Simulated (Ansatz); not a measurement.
This geometry of CH₅FO₂Si (10 atoms, charge 0, multiplicity 1) is a first-order saddle point.

Method: RKS BLYP-D4/def2-SVP (Ansatz).

```xyz
10
Properties=species:S:1:pos:R:3
Si -0.333 -0.223 0.236
F -1.026 -1.617 -0.302
C 1.128 0.192 -0.852
H 1.305 -0.607 -1.599
O -1.560 0.916 0.262
O 0.228 -0.411 1.791
H 2.042 0.303 -0.236
H 0.956 1.144 -1.392
H -2.276 0.781 -0.384
H -0.462 -0.477 2.476
```

**Question.** Which two structures does it join? (They come from a converged band through this point; their orientation in space is the band's.)

**Answer.** No bond is made or broken.  The two ends are copies of one structure, up to a mirror image or an exchange of like atoms.

First end point:

```xyz
10
Properties=species:S:1:pos:R:3
Si -0.301 -0.246 0.266
F -0.767 -1.779 -0.110
C 1.095 0.243 -0.865
H 0.813 0.107 -1.928
O -1.675 0.704 0.151
O 0.254 -0.165 1.831
H 1.992 -0.377 -0.665
H 1.369 1.306 -0.711
H -2.346 0.407 -0.488
H -0.434 -0.201 2.520
```

Last end point:

```xyz
10
Properties=species:S:1:pos:R:3
Si -0.325 -0.246 0.238
F -1.015 -1.621 -0.351
C 1.091 0.237 -0.871
H 1.880 -0.542 -0.854
O -1.554 0.883 0.356
O 0.284 -0.499 1.763
H 1.541 1.193 -0.535
H 0.752 0.361 -1.920
H -2.272 0.803 -0.297
H -0.381 -0.569 2.473
```

**Question.** How far does it lie above each of them?

**Answer.** 0.038 eV above the first and 0.037 eV above the second. This is the barrier of this one path; another mechanism may lie lower.

Time of the run: 77 s on 2 threads of Intel(R) Xeon(R) Platinum 8488C (Sapphire Rapids), on a shared host, peak memory 0.15 GiB.
